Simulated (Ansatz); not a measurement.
Mulliken charges of `N[SiH2]CF` from r2SCAN/def2-TZVPP in Ansatz (PBE0-D4/def2-TZVP geometry).

| atom | x (Å) | y (Å) | z (Å) | charge (e) |
| --- | --- | --- | --- | --- |
| N1 | -1.098 | 1.173 | 0.031 | -0.457 |
| Si2 | 0.084 | 0.168 | -0.705 | 0.445 |
| C3 | 0.861 | -0.887 | 0.656 | 0.040 |
| F4 | -0.139 | -1.644 | 1.275 | -0.257 |
| H5 | -1.470 | 1.964 | -0.470 | 0.150 |
| H6 | -1.811 | 0.743 | 0.600 | 0.162 |
| H7 | -0.418 | -0.762 | -1.759 | -0.109 |
| H8 | 1.125 | 1.039 | -1.314 | -0.090 |
| H9 | 1.614 | -1.579 | 0.264 | 0.055 |
| H10 | 1.334 | -0.267 | 1.424 | 0.061 |

Problem. By hand: the dipole of these point charges (1 e Å = 4.8032 D).

Solution. Σ q r = (0.210, 0.227, -0.191) e Å, of length 0.363 e Å = 1.74 D.

Problem. How does the dipole of the full density compare? (Best estimate.)

Solution. Ansatz gave: (-0.014, 0.247, -0.114) e Å, 1.31 D; the point charges give 1.33 times that, at 41° from its direction.

Point charges leave out the atoms' own dipoles, such as those of lone pairs, and Mulliken's split depends on the basis, so the two needn't agree.
